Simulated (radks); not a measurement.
Q: Excited configurations of Mo III: one electron is placed in a higher orbital outside [Kr] 4d3. The ground configuration is [Kr] 4d4. Method: Dirac Kohn-Sham, PBEsol, spin-unpolarised, spherical densities, point nucleus; open shells fill j = l - 1/2 first; computed with a radial shooting solver on a logarithmic mesh with Libxc functionals. Excitation = E - E(ground); binding = E(ion) - E, where the ion is the core of charge +3; n* = 3/sqrt(2 binding) in atomic units, and the quantum defect is n - n*.

| outer orbital | excitation (eV) | binding (eV) | n* | quantum defect | eigenvalue (eV) | <r> (bohr) |
|---|---|---|---|---|---|---|
| 4f5/2 | 18.675 | 8.130 | 3.881 | 0.119 | -6.330 | 5.308 |
| 5s1/2 | 3.980 | 22.825 | 2.316 | 2.684 | -19.196 | 2.842 |
| 5p1/2 | 9.157 | 17.648 | 2.634 | 2.366 | -14.616 | 3.321 |
| 5d3/2 | 15.991 | 10.814 | 3.365 | 1.635 | -8.900 | 4.844 |
| 5f5/2 | 21.272 | 5.533 | 4.704 | 0.296 | -4.513 | 9.111 |
| 7d3/2 | 22.411 | 4.395 | 5.278 | 1.722 | -3.766 | 13.39 |
| 7f5/2 | 23.927 | 2.878 | 6.523 | 0.477 | -2.467 | 19.83 |

Estimate the row for 6s1/2.

A: excitation (eV) 15.768; binding (eV) 11.038; n* 3.331; quantum defect 2.669; eigenvalue (eV) -9.447; <r> (bohr) 5.711. The Delta-SCF ionisation energy is 26.805 eV (NIST Atomic Spectra Database: 27.1 eV, semi-empirical). Self-interaction in the functional shifts the binding energies and quantum defects, so they are the method's values and not measured ones. Spin polarisation and multiplet splitting are left out, so open shells lie too high by an amount that depends on their filling.

Beside tabulated values, note that spin-unpolarised runs miss the spin-polarisation part of the exchange energy of open shells.
